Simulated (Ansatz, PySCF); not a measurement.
BrH3OSeSi, SMILES [SiH3]O[Se]Br. Atoms are numbered in the order given.

```xyz
7

Se     0.0646    -0.1863     1.0073
Br     1.0599     1.2716    -0.5333
O     -0.5460    -1.5032    -0.0575
Si    -2.0191    -1.2918    -0.8829
H     -3.1211    -1.0331     0.0874
H     -2.2346    -2.5761    -1.5999
H     -1.9112    -0.1584    -1.8432
```
Charge 0, spin multiplicity 1.

The structure is a stationary point at r2SCAN-D4/def2-SVP. This is a generated structure with no PubChem entry under its InChIKey; it may be hypothetical. Other conformers were not sampled.

Two levels are set side by side: PBE-D3(BJ)/def2-SVP (Ansatz, a quantum-chemistry and plane-wave program) and r2SCAN-D4/def2-SVP (Ansatz). Each level has its own optimised geometry; the coordinates shown are those of the second. Frequencies come from the Hessian of PySCF at each geometry. Differences are taken from unrounded values.

```
quantity                            r2SCAN-D4  PBE-D3(BJ)  PBE-D3(BJ) minus r2SCAN-D4
----------------------------------  ---------  ----------  --------------------------
mean bond length (Å)                    1.719       1.733                       0.015
bond Se1–Br2 (Å)                        2.343       2.359                       0.016
bond Se1–O3 (Å)                         1.800       1.819                       0.019
bond O3–Si4 (Å)                         1.702       1.718                       0.016
bond Si4–H5 (Å)                         1.491       1.503                       0.012
bond Si4–H6 (Å)                         1.487       1.499                       0.012
bond Si4–H7 (Å)                         1.489       1.501                       0.012
highest harmonic wavenumber (cm⁻¹)       2265        2202                         -64
mean harmonic wavenumber (cm⁻¹)           881         852                         -29
zero-point energy (kcal/mol)            18.89       18.27                       -0.62
```
